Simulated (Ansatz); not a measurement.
```xyz
16

C     0.464   -1.470   -0.265
C     0.053   -0.051    0.103
C    -0.902   -0.052    1.285
C     1.283    0.795    0.402
In   -0.943    0.820   -1.626
F    -0.030    0.929   -3.352
Cl   -3.075    1.731   -1.835
H     1.003   -1.917    0.582
H     1.133   -1.499   -1.128
H    -0.395   -2.112   -0.474
H    -1.222    0.955    1.563
H    -0.396   -0.490    2.156
H    -1.799   -0.647    1.095
H     1.027    1.821    0.681
H     1.822    0.355    1.252
H     1.978    0.832   -0.440
```

Charge 0, multiplicity 1. In takes the def2 core potential.

Q: List the ωB97M-V/def2-TZVPP orbital energies in eV (the Gaussian-basis code of Ansatz). (Estimate.)

A: Ansatz gave: Occupied: -2771.38, -675.57, -282.84, -281.86, -281.85, -281.79, -261.74, -199.21, -199.11, -199.09, -131.80, -88.29, -88.01, -87.94, -33.41, -26.21, -25.56, -24.66, -24.60, -24.56, -24.39, -23.76, -22.63, -22.59, -18.44, -16.35, -15.51, -15.47, -14.37, -13.93, -13.93, -13.34, -12.83, -12.75, -12.51, -12.48, -12.23, -11.23, -11.14, -9.83. Lowest empty: 0.13, 0.21, 1.66, 2.11, 2.58, 2.71, 3.73, 3.80.
